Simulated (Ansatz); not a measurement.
`C[CH2][AlH][AlH][SiH3]` + H₂Se → `C[CH2][AlH][SeH]` + `[AlH2][SiH3]`  (cleavage of the Al–Al bond)

Program: Ansatz. Geometries: PBE0-D4/def2-TZVP. ΔE: electronic, gas phase. CCSD(T)/CBS adds triple-zeta CCSD(T) − MP2 to the extrapolated MP2 energy (def2 sets, frozen cores). This one scheme is used for every species. Functionals use def2-TZVPP. B3LYP here is the variant with VWN-RPA as its local correlation; programs differ in this. For Se outer-core shells are correlated without core-valence functions, which leaves a few kJ/mol of doubt a bond. Scalar relativity is left out up to krypton. One conformer a species, not always the lowest.

```json
{"level": "r2SCAN-D4", "ΔE (kJ/mol)": "-125.6"}
{"level": "PBE0-D4", "ΔE (kJ/mol)": "-116.6"}
{"level": "ωB97M-V", "ΔE (kJ/mol)": "-133.1"}
{"level": "PBE", "ΔE (kJ/mol)": "-110.4"}
{"level": "PBE0", "ΔE (kJ/mol)": "-115.8"}
{"level": "B3LYP", "ΔE (kJ/mol)": "-122.6"}
{"level": "CCSD/def2-TZVPP", "ΔE (kJ/mol)": "-122.7"}
{"level": "HF/def2-QZVPP", "ΔE (kJ/mol)": "-132.3"}
```

Task: What does CCSD(T)/CBS give? (Best estimate.)

Result: The calculation gave: -127.1 kJ/mol. The listed levels differ from it by 1.5, 10.5, -6.0, 16.7, 11.3, 4.5, 4.4, -5.2 kJ/mol.

Largest T1 diagnostic among the species: 0.012.

From PBE to PBE0 (25 % exact exchange), in def2-TZVPP and without D4, ΔE moves by −5.4 kJ/mol.
